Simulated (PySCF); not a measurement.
HSi, SMILES [SiH] (connectivity only; charge and spin as stated), charge +1, multiplicity 1.

Geometry: r2SCAN-D4/def2-TZVPD.

Method: PySCF with r2SCAN/def2-TZVPD.

Isolated molecule, no solvent.

```json
{
 "total_energy": "-289.65496 hartree",
 "point_group": "C∞v",
 "highest_occupied_level": "-14.50 eV",
 "lowest_empty_level": "-11.32 eV",
 "orbital_gap": "3.18 eV",
 "dipole_moment_about_the_centre_of_nuclear_charge": "0.052 e·Å",
 "mean_static_polarisability": "20.8 bohr³ (3.08 Å³)",
 "polarisability_principal_values": "19.6, 19.6, 23.1 bohr³"
}
```
